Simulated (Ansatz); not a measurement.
C2H5NOSi, SMILES N#CC[SiH2]O.

Geometry optimised at B3LYP-D3(BJ)/def2-SVP. The structure was generated by enumeration, and PubChem lists no compound with its InChIKey, so it may never have been made. The values are those of a single conformer.

Two levels are set side by side: PBE/def2-SVPD (Ansatz, a first-principles code) and CAM-B3LYP/def2-SVPD (Ansatz). Energy differences of separate SCF runs at the same geometry; the states with an electron removed or added have multiplicity 2 and 2. Differences are taken from unrounded values.

```json
[
 {"quantity": "vertical ionisation energy (eV)", "CAM-B3LYP": "11.29", "PBE": "10.56", "PBE minus CAM-B3LYP": "-0.74"},
 {"quantity": "vertical singlet–triplet gap (eV)", "CAM-B3LYP": "7.21", "PBE": "6.28", "PBE minus CAM-B3LYP": "-0.93"}
]
```
